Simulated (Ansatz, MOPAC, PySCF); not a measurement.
Pair of molecules: HF (SMILES F) (first 2 atoms) with H2S (SMILES S); geometry from B3LYP-D3(BJ)/def2-TZVP, rigid monomers moved along the line of their centres of mass till H2···S3 is 2.02 Å.
(charge 0, multiplicity 1):
| atom | x (Å) | y (Å) | z (Å) |
|---|---|---|---|
| F | -0.3220 | 1.2299 | 0.1026 |
| H | -0.0385 | 0.6519 | 0.7866 |
| S | 0.3862 | -0.5771 | 2.3291 |
| H | -0.1919 | 0.2275 | 3.2367 |
| H | -0.7327 | -1.3029 | 2.1654 |

Monomers are frozen at their geometry in the pair; levels with a basis set take the counterpoise correction.

The state that PM6 reach isn't checked.

Codes used: Ansatz (Gaussian orbitals); MOPAC for PM6 (differences of heats of formation); PySCF for the dispersion terms. Values without a source in brackets are computed.

Q: One of these levels gives -1.12 kcal/mol for the interaction energy. Name it.
A. r2SCAN/def2-TZVPPD
B. PM6
C. HF/aug-cc-pV(D+d)Z
D. PBE-D3(BJ)/def2-TZVPPD

A: C, HF/aug-cc-pV(D+d)Z. The others give 0.99 (PM6), -6.29 (PBE-D3(BJ)/def2-TZVPPD), -5.52 (r2SCAN/def2-TZVPPD)

Ansatz is a quantum-chemistry and plane-wave program.
